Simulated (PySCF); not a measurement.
CH₆GaNO₂. Atoms are numbered in the order given.

```xyz
11

Ga     0.0154     0.3764     0.0000
N      0.7435    -1.2830     0.0000
C      0.0004    -2.5301     0.0000
H      1.7508    -1.3993     0.0000
H      0.2115    -3.1512    -0.8919
H      0.2115    -3.1512     0.8919
H     -1.0803    -2.3224     0.0000
O     -1.7667     0.5020     0.0000
H     -2.0779     1.4159     0.0000
O      0.9416     1.9108     0.0000
H      1.9004     1.8007     0.0000
```

Geometry: B3LYP-D3(BJ)/def2-SVP. The values are those of a single conformer.

Method: PySCF with PBE/def2-TZVP.

ESP charges are fitted to the potential on shells at 1.4 to 2.0 van der Waals radii. Atomic charges (e):

```csv
atom,ESP fit,Löwdin
Ga1,0.79,0.02
N2,-0.65,[?]
C3,0.00,-0.36
H4,0.30,[?]
H5,0.04,0.11
H6,0.04,0.11
H7,0.09,0.13
O8,-0.68,-0.18
H9,0.40,[?]
O10,-0.71,-0.19
H11,0.38,[?]
```

### Question
Complete the blanks. (Estimate from the structure and the level; the computed values follow.)

### Answer

- N2, Löwdin: -0.13
- H4, Löwdin: 0.17
- H9, Löwdin: 0.17
- H11, Löwdin: 0.17
